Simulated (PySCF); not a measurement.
**Input and output**

[Gd(PH3)]3+ (singlet in the valence; each metal's 4f electrons, 7 of them, lie in its core potential, out of spins and levels). PySCF 2.14.0, RKS PBE0, Gd lcecp-1-SVP with ECP53, P def2-SVP, H def2-SVP; non-relativistic Hamiltonian with scalar-relativistic core potentials where named; density fitting; no spin-orbit coupling. The geometry is an unrelaxed template.

```python
mol = gto.M(atom='''
Gd     0.00000     0.00000     0.00000
P      0.00000     0.00000     2.91250
H      1.21000     0.00000     3.65570
H     -0.60500     1.04790     3.65570
H     -0.60500    -1.04790     3.65570''',
    basis={'Gd': 'lcecp-1-SVP', 'P': 'def2-SVP', 'H': 'def2-SVP'},
    ecp={'Gd': 'lcecp-1-SVP'},
    charge=3, spin=0)
mf = dft.RKS(mol, xc='PBE0')
mf.grids.atom_grid = (50, 194)  # f atoms: unpruned, at least (60, 302)
mf = mf.density_fit()  # fitting sets: Gd AutoAux, P def2-universal-JKFIT, H def2-universal-JKFIT
mf.conv_tol = 1e-08; mf.max_cycle = 55
mf.kernel(dm0)  # dm0: free metal ions and neutral atoms
```

Run from Python with OMP_NUM_THREADS=2; the lines above give its settings. Where DIIS fails, smearing, a level shift and second-order steps follow.
It took 3.5 s on 2 threads of Arm Neoverse V2 (shared host), peak memory 0.38 GiB.

Task: Where do the frontier levels lie, over both spins?

Result: HOMO -24.81 eV, LUMO -19.80 eV. The 4f levels lie in the core potential and are missing.

Task: What are the Mulliken charges and spins?

Result: 
```json
{"atom": "Gd1", "charge (e)": "2.381", "spin (e)": "0.000"}
{"atom": "P2", "charge (e)": "-0.150", "spin (e)": "0.000"}
{"atom": "H3", "charge (e)": "0.256", "spin (e)": "0.000"}
{"atom": "H4", "charge (e)": "0.256", "spin (e)": "0.000"}
{"atom": "H5", "charge (e)": "0.256", "spin (e)": "0.000"}
```
The spin of the 4f electrons in the core isn't counted.

An lcecp potential fixes the number of 4f electrons, so in runs with it no electron can move into or out of that shell.
